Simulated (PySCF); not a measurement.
## Dipole response of Se (selenium, neutral)

[Ar] 3d10 4s2 4p4, high-spin 3P determinant. Calculation: PySCF 2.14, in def2-TZVPPD (7s6p5d1f, 57 functions); the non-relativistic Hamiltonian (point nucleus). Coupled (time-dependent) response in atomic units; α is the mean over directions.

```
 method  mean α (bohr³)         α xx, yy, zz  C₆ (like pair)  S(−4)
wB97M-V           26.64  24.79, 30.36, 24.79           218.1  200.8
```

S(−4) is the Cauchy moment in α(ω) = α(0) + S(−4) ω² + …

Reference α: 28.9 ± 1 bohr³ (recommended; Schwerdtfeger and Nagle, table of static dipole polarizabilities (2023 update)). Published C₆: 210.0 (Chu and Dalgarno (2004); Tang, Norbeck and Certain (1976)).

Spin-orbit coupling is absent.

α(iu) at wB97M-V:

```
u (hartree)  α(iu) (bohr³)
          0          26.64
     0.0500          26.15
      0.100          24.82
      0.200          20.86
      0.300          16.80
      0.500          10.84
      0.750          6.695
       1.00          4.472
       1.50          2.377
       2.00          1.476
       3.00         0.7382
       5.00         0.3008
```

A single London oscillator, α(iu) = α/(1 + u²/ω²), gives C₆ = (3/4) ω α². Matching the computed C₆ needs ω = 4 × 218.1 / (3 × 26.64²) = 0.410 hartree.

The components differ because the open shell of this determinant is not spherical; for a pure term their mean is the scalar polarisability.
